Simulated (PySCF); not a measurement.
**K: electron affinity**

K⁻ [Ar] 4s2 (1S) → K [Ar] 4s1 (2S), as a difference of total energies. Calculation: PySCF 2.14, in def2-QZVPPD; the non-relativistic Hamiltonian (point nucleus). Correlated levels: valence and next inner shell: [Ne] frozen. The calculations carry no spin-orbit coupling.

```
                                method  electron affinity (eV)
                                   UHF                  -0.189
    MP2 (valence and next inner shell)                   0.274
SCS-MP2 (valence and next inner shell)                   0.339
   CCSD (valence and next inner shell)                   0.411
CCSD(T) (valence and next inner shell)                   0.448
```

These non-relativistic numbers lack the scalar-relativistic shift.

Errors of the correlated levels include the incompleteness of this basis and the frozen core.

A negative affinity means that the anion lies above the atom at that level of theory.

For comparison: 0.501 eV (measured; photodetachment measurements, as compiled on the Wikipedia data page of electron affinities).
